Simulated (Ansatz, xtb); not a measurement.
## Relative energy of two isomers of C5H8BFSi

Structure I: `C=C(C)C#C[SiH2]BF`, a singlet. Structure II: `BC1=C([SiH3])CC=C1F`, a singlet. Both are isolated molecules in the gas phase, relaxed with B3LYP/def2-SVP; the shapes shown needn't be the lowest conformers.

I (Å):

```xyz
16

C    -3.1209   -2.5190   -0.1756
C    -2.1610   -2.3854   -1.1126
C    -1.4852   -3.5677   -1.7721
C    -1.7272   -1.0864   -1.5356
C    -1.3271    0.0029   -1.9249
B    -1.9562    3.1666   -1.7226
F    -2.9815    2.9087   -0.9283
Si   -0.7839    1.6679   -2.4652
H    -3.4524   -3.5090    0.1489
H    -3.5931   -1.6485    0.2848
H    -1.6331   -3.5425   -2.8642
H    -1.8826   -4.5173   -1.3855
H    -0.3972   -3.5434   -1.5960
H     0.6286    1.9056   -2.0308
H    -0.7954    1.7436   -3.9599
H    -1.7538    4.3356   -1.9807
```

II (Å):

```xyz
16

C    -1.0864   -1.2029    0.7710
C    -0.9036   -1.4162   -0.5801
C     0.1068   -0.4169   -1.1009
C     0.4906    0.4003    0.0951
C    -0.2103   -0.0781    1.1421
B    -2.0263   -1.9955    1.6975
F    -0.1595    0.3735    2.3939
Si   -1.7344   -2.7136   -1.6715
H    -2.1231   -1.7408    2.8705
H    -2.6844   -2.8968    1.2369
H    -1.2022   -2.5352   -3.0546
H    -1.4197   -4.0965   -1.2135
H    -3.2138   -2.5358   -1.7025
H    -0.3293    0.1908   -1.9188
H     0.9687   -0.9370   -1.5645
H     1.2032    1.2237    0.1054
```

Quicker runs give these differences E(II) − E(I): GFN2-xTB −11.7 kcal/mol; HF/STO-3G −1.1 kcal/mol (at GFN2-xTB geometries); r2SCAN-D4/def2-SVP +7.7 kcal/mol (at GFN2-xTB geometries).

Task: Estimate which is lower in electronic energy at CCSD(T)/def2-SVP + ΔMP2/def2-TZVPP, and by roughly how much.

Result: The CCSD(T)/def2-SVP + ΔMP2/def2-TZVPP calculation puts structure I lower, by 17.6 kcal/mol.

The same difference at several levels:

| level | geometry | E(II) − E(I) (kcal/mol) | departure from the last row (kcal/mol) | job, with rough time for the two |
| --- | --- | --- | --- | --- |
| GFN2-xTB | GFN2-xTB | −11.7 | −29.3 | optimisation, 0.18 s |
| HF/STO-3G | GFN2-xTB | −1.1 | −18.7 | single point, 0.46 s |
| r2SCAN-D4/def2-SVP | GFN2-xTB | +7.7 | −9.9 | single point, 4.8 s |
| B3LYP/def2-SVP | B3LYP/def2-SVP | +15.4 | −2.2 | optimisation, 1.7 min |
| HF/def2-SVP | B3LYP/def2-SVP | +18.1 | +0.5 | part of the CCSD(T) run |
| MP2/def2-SVP | B3LYP/def2-SVP | +16.2 | −1.4 | part of the CCSD(T) run |
| CCSD(T)/def2-SVP | B3LYP/def2-SVP | +16.3 | −1.3 | single point |
| CCSD(T)/def2-SVP + ΔMP2/def2-TZVPP | B3LYP/def2-SVP | +17.6 |  | single point, 2 min |

As drawn, II has 1 C–B, 1 C=C, 1 C–C, 1 C–F, 1 B–H, 1 Si–H in place of 1 C≡C, 1 B–Si, 1 B–F, 2 C–H. Structure I has no ring, II a 5-membered ring.

GFN2-xTB, HF/STO-3G put the two in the other order. The largest departure from CCSD(T)/def2-SVP + ΔMP2/def2-TZVPP is that of GFN2-xTB, 29.3 kcal/mol. A small imaginary or near-zero mode remains, so no thermal terms are given. The last row adds to CCSD(T) the change of the MP2 difference between the two basis sets, here +1.3 kcal/mol.

The correlated steps freeze 12 core orbitals. Codes used: Ansatz 0.2.0, xtb 6.7.1; the last row on 4 threads of Arm Neoverse V1 on a shared host.
